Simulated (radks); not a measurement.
The numbers below are computed, except where a source is named.
The holmium ion Ho4.5+, configuration [Kr] 4d10 4f(up 5, down 5) 5p6 5s(up 0.25, down 0.25) (fractional occupations, a model configuration). Level of theory: scalar-relativistic Kohn-Sham, BLYP, spin-polarised, spherical densities, point nucleus (a radial shooting solver on a logarithmic mesh with Libxc functionals).

Radial electron density D(r) = 4 pi r^2 rho(r):

```
   r/bohr * D(r) (the largest magnitude, 118, reaches the edge; | marks zero)
 0.002582 |         *
 0.003417 |             *
 0.004485 |                   *
 0.005934 |                          *
 0.007788 |                                 *
  0.01031 |                                      *
  0.01353 |                                         *
   0.0179 |                                        *
  0.02349 |                                     *
  0.03108 |                                     *
   0.0408 |                                           *
  0.05398 |                                                     *
  0.07085 |                                                      *
  0.09375 |                                             *
   0.1231 |                                          *
   0.1628 |                                                *
   0.2137 |                                            *
   0.2828 |                           *
   0.3712 |                      *
   0.4911 |                          *
   0.6446 |                   *
   0.8529 |         *
    1.119 |     *
    1.481 |  *
    1.944 |*
    2.572 *
    3.377 *
    4.468 *
```

D(r) has 4 maxima, at r = 0.0143, 0.0639, 0.178, 0.487 bohr, and minima at 0.0273, 0.116, 0.345 bohr, inside which lie 1.93, 11.11, 29.52 electrons.
